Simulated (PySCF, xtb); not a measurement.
C₃H₃F₄, SMILES F[C](F)CC(F)F (connectivity only; charge and spin as stated), charge +1, multiplicity 1.

GFN2-xTB in xtb 6.7.1 at its own geometry gives an orbital gap of 2.30 eV.

Geometry: PBE0-D3(BJ)/def2-SVP. The multiplicity is an assumed one; no other spin state was optimised. The isomer is the one that the SMILES or the coordinates give; other isomers of the formula were not compared. Other conformers were not sampled.

Q: What does PBE/def2-TZVP in PySCF give? (The exact figures need the calculation; the answer reports its results.)

A: gap 3.35 eV (levels -13.87 and -10.52 eV).
